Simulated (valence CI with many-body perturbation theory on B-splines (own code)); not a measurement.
Missing levels of Bi⁺

Level of theory: valence CI with perturbative core correlation (CI+MBPT): four valence electrons over a frozen Dirac-Fock core [Xe] 4f14 5d10, radial functions for each j: 11 s, 11 p, 9 d, 7 f, 5 g, 2 h, 1 i, with the one-electron correlation potential Σ1 (screened to all orders), the two-electron term Σ2, the three-electron term Σ3, Breit, model QED; selected single and double excitations, second order for the rest, scaled by the run's own slope (own B-spline code, finite nucleus).

Set against measurement, 25 paired levels are off by 192 cm⁻¹ on average, the worst by 582. These come from a selection out of the NIST Handbook of Basic Atomic Spectroscopic Data. Levels without a partner in it may be off by more. Among the levels kept, up to 260 cm⁻¹ of a level comes from second order outside the variational space, and about a tenth of that is noise between levels of different J, which matters for small intervals.

| Level | E (cm⁻¹) |
| --- | --- |
| (6s^2 6p1/2^2) J=0 | 0.0 |
| (6s^2 6p1/2 6p3/2) J=1 | 13644 |
| (6s^2 6p1/2 6p3/2) J=2 | ? |
| (6s^2 6p3/2^2) J=2 | 34413 |
| (6s^2 6p3/2^2) J=0 | 44442 |
| (6s^2 6p1/2 7s) J=0 | 69406 |
| (6s^2 6p1/2 7s) J=1 | 69881 |
| (6s 6p1/2^2 6p3/2) J=2 | 75943 |
| (6s^2 6p1/2 6d3/2) J=2 | ? |
| (6s^2 6p1/2 6d3/2) J=1 | ? |
| (6s^2 6p1/2 6d5/2) J=2 | ? |
| (6s^2 6p1/2 6d5/2) J=3 | ? |
| (6s^2 6p1/2 7p1/2) J=1 | 84287 |
| (6s^2 6p1/2 7p1/2) J=0 | 87154 |
| (6s^2 6p1/2 7p3/2) J=1 | 88575 |
| (6s^2 6p1/2 7p3/2) J=2 | 88789 |
| (6s^2 6p3/2 7s) J=2 | ? |
| (6s^2 6p3/2 7s) J=1 | 90384 |
| (6s 6p1/2^2 6p3/2) J=1 | 94538 |
| (6s 6p1/2 6p3/2^2) J=2 | 95096 |

Levels are named by their leading jj configuration (3d3/2^4 stands for four electrons in 3d with j = 3/2), which in mixed levels can hold well under half, so a name can repeat and another be missing.

(1) The levels stand in rising order. What does the calculation give for the missing energies?

## Answers

(1) (6s^2 6p1/2 6p3/2) J=2 17268; (6s^2 6p1/2 6d3/2) J=2 79248; (6s^2 6p1/2 6d3/2) J=1 80738; (6s^2 6p1/2 6d5/2) J=2 82174; (6s^2 6p1/2 6d5/2) J=3 82435; (6s^2 6p3/2 7s) J=2 89353.
